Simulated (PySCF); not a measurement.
# Reading the logs of faulty runs: B2CH3O cation

All numbers below are calculated, not measured. The program is PySCF 2.14.0, an open-source quantum chemistry code, run on an isolated molecule that a program drew, which may never have been made. The molecule is B2CH3O cation (charge +1, singlet), drawn as the SMILES string `[BH+]C=BO`.

Each row is a Hartree-Fock (HF) and frozen-core CCSD(T) single point in the cc-pVDZ basis, meant for a local HF minimum. Run 1 is clean. Each other run has one planted mistake out of seven kinds, and not every kind appears here: one electron removed, one electron added, multiplicity raised by two, geometry at a saddle point, minimal basis STO-3G, one bond length entered in bohr, all coordinates scaled. The reference is restricted for singlets and unrestricted otherwise, and also for a bond in bohr. Adding or removing an electron swaps singlet and doublet. Electrons count all cores. HOMO and LUMO are orbital energies over both spins, the gradient is its largest component, and the lowest frequency (negative if imaginary) is given only where the gradient is small. Bond lengths are over the 6 bonds as drawn. T1 is the CCSD diagnostic: over 0.02 (restricted) or 0.045 (unrestricted) a single reference is doubtful.

Geometry of the clean run:
```xyz
7
B2CH3O cation, angstrom
B    -1.5428    0.3592    0.7671
C    -0.3240    1.0683    0.7606
B     0.5990    1.0897   -0.3440
O     1.4370    1.0569   -1.2848
H    -2.5559   -0.2303    0.7757
H    -0.0471    1.6215    1.6599
H     1.5238    1.6866   -1.9965
```

| run | electrons | basis functions | <S^2> | HOMO (eV) | LUMO (eV) | gradient (hartree/bohr) | lowest frequency (cm^-1) | mean bond (Å) | longest bond (Å) | T1 | HF (hartree) | CCSD(T) (hartree) | mistake |
|---|---|---|---|---|---|---|---|---|---|---|---|---|---|
| 1 | 26 | 71 | 0.000 | -15.96 | -3.62 | 3.6e-05 | 173 | 1.2213 | 1.440 | 0.0163 | -163.60749 | -164.09048 | no fault |
| 2 | 27 | 71 | 0.768 | -5.67 | 2.98 | 6.1e-02 | - | 1.2213 | 1.440 | 0.0202 | -163.77545 | -164.27418 | one electron added |
| 3 | 26 | 23 | 0.000 | -14.57 | -0.78 | 3.5e-02 | - | 1.2213 | 1.440 | 0.0227 | -161.51837 | -161.73786 | minimal basis STO-3G |
| 4 | 26 | 71 | 0.000 | -15.16 | -3.90 | 6.0e-02 | - | 1.3325 | 1.571 | 0.0202 | -163.55303 | -164.05435 | ? |

**Which mistake was planted in run 4, and what did it cost?**

The mean and the longest bond both change by the same factor, 1.091, and the gradient is no longer small. So the mistake is: all coordinates scaled. Subtracting run 1 and multiplying by 627.51 kcal/mol a hartree, the energy moved by 34.2 kcal/mol in HF and 22.7 kcal/mol in CCSD(T).

Cautions from the logs. Run 3: T1 is over the limit, so its CCSD(T) energy is less reliable; run 4: T1 is over the limit, so its CCSD(T) energy is less reliable.
